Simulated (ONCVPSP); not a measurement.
## Logarithmic derivatives: F (Z = 9), ONCV

| Item | Value |
| --- | --- |
| Element | F |
| Generator | ONCVPSP 4.0.1 |
| Type | optimised norm-conserving Vanderbilt (ONCV) |
| Functional | PBE |
| Relativity | scalar-relativistic |
| Frozen core | [He] |
| Valence charge | 7 |
| Reference configuration | 2s2 2p5 |
| Partial waves | 2s: rc 0.80 bohr, ncon 4, nbas 7, qcut 8.2 1/bohr, 1 projector; 2p: rc 1.75 bohr, ncon 5, nbas 8, qcut 7.2 1/bohr, 2 projectors, debl 2.6 Ha |
| Local potential | polynomial inside 0.80 bohr (lpopt 3, dvloc0 0 Ha) |
| Core correction | Teter function fitted to the true core (icmod 2), fcfact 0.2 |

The phase is arctan(r·R′/R) of the radial function R(r), unwrapped; energies in Ha, scanned from -3 to 5 Ha. A pole is an energy at which the radial function vanishes at the test radius. The pseudo phase is shifted by a multiple of π to meet the all-electron one at the reference energy, and phase errors are pseudo minus all-electron; the curves can meet again beyond the range given. Levels narrower than the energy grid can be missing from the lists of poles.

For each channel, where are the poles, and over which energies does the pseudopotential scatter like the atom?

```tsv
channel	radius (bohr)	reference energy (Ha)	poles, all-electron	poles, pseudo	unbroken range about the reference energy with phases within 0.05 rad	phase error 1 Ha above the reference energy (rad)
s	0.81	-1.10	none	none	the whole range	-0.001
p	1.78	-0.41	-0.09, 4.74	-0.09, 4.76	the whole range	+0.000
```

Phases in the s channel:

```tsv
E (Ha)	all-electron	pseudo
-2.98	-0.185	-0.190
-2.54	-0.369	-0.372
-2.10	-0.541	-0.542
-1.66	-0.694	-0.694
-1.22	-0.825	-0.825
-0.78	-0.935	-0.935
-0.34	-1.027	-1.028
0.10	-1.105	-1.105
0.54	-1.170	-1.172
0.98	-1.225	-1.228
1.42	-1.273	-1.277
1.86	-1.315	-1.319
2.30	-1.351	-1.357
2.74	-1.384	-1.391
3.18	-1.413	-1.421
3.62	-1.439	-1.449
4.06	-1.463	-1.475
4.50	-1.485	-1.499
4.94	-1.505	-1.521
```
